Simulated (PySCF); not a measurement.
C2H8AlBrN2, SMILES [Al]([N](C)C)([NH2])[Br].

The structure is a stationary point at ωB97X-D3(BJ)/def2-SVP. The values are those of a single conformer.

Computed with TDA-CAM-B3LYP/def2-SVPD run with PySCF 2.14.0.

Vertical excitations. Gas-phase values at a fixed geometry.

| state | energy (eV) | λ (nm) | f | main pairs |
|---|---|---|---|---|
| S1 | 5.11 | 243 | 0.000 | HOMO→LUMO 88 % |
| S2 | 6.13 | 202 | 0.024 | HOMO−1→LUMO 84 % |
| S3 | 6.36 | 195 | 0.180 | HOMO→LUMO+1 94 % |
| S4 | 6.47 | 192 | 0.024 | HOMO→LUMO+2 55 %, HOMO→LUMO+3 30 % |
| S5 | 6.71 | 185 | 0.004 | HOMO→LUMO+3 47 %, HOMO→LUMO+2 26 %, HOMO→LUMO+5 9 % |
| S6 | 6.95 | 179 | 0.086 | HOMO−2→LUMO 83 % |
| T1 | 4.88 | 254 | 0 | HOMO→LUMO 82 % |
| T2 | 5.40 | 229 | 0 | HOMO→LUMO+1 92 % |
Triplets are in the Tamm–Dancoff approximation.
